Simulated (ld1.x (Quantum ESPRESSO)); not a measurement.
## What one change does to a pseudopotential (indium (In), TM)

* Element: In
* Generator: ld1.x (Quantum ESPRESSO) 7.5
* Type: norm-conserving Troullier–Martins (Kleinman–Bylander form)
* Functional: PBE
* Relativity: scalar-relativistic
* Frozen core: [Kr]
* Valence charge: 13
* Reference configuration: 4d10 5s2 5p0 (charge +1)
* Partial waves: 5s (bound): rc 2.20 bohr; 5p (bound, empty): rc 2.45 bohr; 4d (bound): rc 1.00 bohr
* Local potential: all-electron potential smoothed inside 2.00 bohr (lloc = -1)
* Core correction: none

All-electron outer shells of the reference configuration (PBE, scalar-relativistic, ld1.x):

```csv
shell,level (eV),outermost node (bohr),outermost maximum (bohr)
4p,-85.60,0.42,0.82
4d,-26.07,0.40,0.94
5s,-14.92,1.02,2.11
5p,-8.43,1.14,2.64
```

Change: all radii scaled by about 1.14 (s 2.50, p 2.80, d 1.14 bohr); local potential all-electron potential smoothed inside 2.28 bohr (lloc = -1).

Cutoffs: the cutoffs (Ry, on a coarse ladder) from which the occupation-weighted sum of valence levels, in a spherical-Bessel basis at the reference potential, stays within 10 and 1 mRy of its value at 400 Ry; they do not see the model core or the augmentation charge, which bear on the density cutoff. Errors are all-electron minus pseudo energies relative to the spin-unpolarised reference configuration.

Question: How do hardness, ghosts and transferability respond?

Answer: The potential gets neither clearly harder nor softer (100 Ry and 140 Ry → 90 Ry and 140 Ry); the bound ghost in s disappears; of the 7 tests that both files solve, the error grows in 3 and shrinks in 4 by more than 15 % and 0.3 meV (median size 58.9 → 39.9 meV).

| quantity | base | changed |
| --- | --- | --- |
| cutoff, loose | 100 Ry | 90 Ry |
| cutoff, tight | 140 Ry | 140 Ry |
| bound ghosts | s | none |
| error for 4d10 5s2 5p1, meV [ΔE -5.36 eV] | +5.6 | +4.3 |
| error for 4d10 5s1 5p0, meV [ΔE 19.23 eV] | +17 | +9.3 |
| error for 4d10 5s0 5p0, meV [ΔE 47.55 eV] | +61 | +47 |
| error for 4d9 5s2 5p2, meV [ΔE 12.94 eV] | -59 | -191 |
| error for 4d9 5s2 5p1, meV [ΔE 19.75 eV] | +60 | -133 |
| error for 4d10 5s0 5p3, meV [ΔE 6.58 eV] | +1.4 | -2.9 |
| error for 4d9 5s0 5p0, meV [ΔE 103.94 eV] | +101 | -40 |

 A true bound ghost makes a file unfit for plane-wave use even where its test errors are small: the radial tests pick states by their node count and pass the ghost by.
